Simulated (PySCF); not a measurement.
## Fine-structure interval of Hf³⁺ by level of theory

Hf³⁺ [Xe] 4f14 5d1 [5d3/2^1, M_J = 3/2] → Hf³⁺ [Xe] 4f14 5d1 [5d5/2^1, M_J = 5/2], as a difference of total energies. Calculation: PySCF 2.14, in x2c-TZVPall-2c (11s11p10d2f, 108 functions); the two-component X2C-1e Hamiltonian. Correlated levels: [Kr] 4d10 4f14 frozen; the 34 highest virtual spinors dropped. "Screened" scales the spin-orbit matrix elements by Boettger's factors to mimic the two-electron term; Breit and QED terms are absent.

```
                    method  fine-structure interval (cm⁻¹)
 GHF (screened spin-orbit)                          4601.0
GMP2 (screened spin-orbit)                          4823.9
     GHF (bare spin-orbit)                          5454.5
```
